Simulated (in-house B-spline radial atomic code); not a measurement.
A run on the holmium ion Ho⁺ (an excited or competing configuration) that did not converge. Method: scalar-relativistic (X2C) wB97X, spin-polarised, spherical fractional occupations, Fermi nucleus of rms radius 5.2022 fm; computed with a B-spline radial code for spherical atoms.

Command:
```bash
python run_scf.py task.json out
```
Settings (nuclear radius in fm, mass in u):
```
Z                67
configuration    [Xe] 4f11 6f1
hamiltonian      x2c
method           wb97x
spin_polarised   True
nucleus          fermi
rms_radius       5.2022
atomic_mass      164.93033
speed_of_light   137.035999084
```

First and last ten iterations of the last attempt (damped for 15 steps, keeping 80 % of the old Fock matrix, then DIIS):
```
 iter        energy (Eh)    residual
    1      -12614.297912    5.02e-01
    2      -12612.859653    3.44e-01
    3      -12614.988377    1.69e-01
    4      -12615.549356    7.73e-02
    5      -12615.661232    3.50e-02
    6      -12615.680263    1.87e-02
    7      -12605.060934    2.65e-01
    8      -12614.763626    1.65e-01
    9      -12615.456507    7.19e-02
   10      -12615.631182    3.31e-02
  111      -12615.685886    8.04e-04
  112      -12615.685979    6.51e-04
  113      -12615.686068    6.99e-04
  114      -12615.686202    7.33e-04
  115      -12615.686128    7.19e-04
  116      -12615.685390    6.57e-04
  117      -12615.684532    1.56e-03
  118      -12615.685110    1.08e-03
  119      -12615.685984    3.83e-04
  120      -12615.685667    6.31e-04
 not converged after 120 iterations
```

The smallest residual met was 3.7e-04; the threshold is about 7e-07. No energy from this run should be used. Time taken, with all properties: 44 s on 1 thread of Arm Neoverse V1, on a shared host.
